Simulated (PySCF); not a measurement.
B(Cl)(F)(SiH3) (BClFH3Si), SMILES FB([SiH3])Cl. Atoms are numbered in the order given.

```xyz
7

B      0.4266     0.1553     0.0000
Cl    -0.6600     1.5484     0.0000
F      1.7220     0.4071     0.0000
Si    -0.3390    -1.7279     0.0000
H      0.7297    -2.7682     0.0000
H     -1.1967    -1.9026     1.2096
H     -1.1967    -1.9026    -1.2096
```
Charge 0, spin multiplicity 1.

Geometry optimised at B3LYP-D3(BJ)/def2-SVP.

Level of theory: PBE0/pcSseg-1 run with PySCF.

GIAO shieldings, no solvent; atoms alike by connectivity are averaged. δ = σ(ref) − σ: ¹¹B against BF3 (σ = 88.8 ppm); ³⁵Cl against HCl (σ = 945.9 ppm); ¹⁹F against CFCl3 (σ = 167.2 ppm); ²⁹Si against TMS (σ = 352.7 ppm); ¹H against TMS (σ = 31.56 ppm), references at their B3LYP-D3(BJ)/def2-TZVP geometries, non-relativistic (without spin–orbit terms, shifts of atoms bonded to Cl or Br come out too high).

```csv
nucleus,atoms,count,δ (ppm)
¹¹B,B1,1,42.2
³⁵Cl,Cl2,1,303.9
¹⁹F,F3,1,39.9
²⁹Si,Si4,1,-106.7
¹H,"H5, H6, H7",3,3.85
```
